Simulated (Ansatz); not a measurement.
Z-matrix (Å, degrees):
```
Ge
S 1 2.224
H 1 1.536 2 110.4
H 1 1.533 2 104.8 3 119.2
H 1 1.536 2 110.4 3 -121.7
H 2 1.343 1 94.6 3 60.6
```

Charge 0, multiplicity 1.

Task: List the PBE/def2-TZVPP orbital energies in eV (Ansatz 0.2.0). (Best estimate.)

Result: Ansatz gave: Occupied: -10804.90, -2395.74, -1338.26, -1191.69, -1191.66, -1191.66, -208.69, -162.84, -154.84, -154.77, -154.59, -114.33, -114.25, -114.24, -30.14, -30.11, -30.09, -30.03, -30.03, -18.09, -13.75, -10.16, -8.76, -8.54, -7.92, -6.08. Lowest empty: -0.91, -0.51, 0.37, 0.53, 0.68, 3.46, 3.84, 4.07.
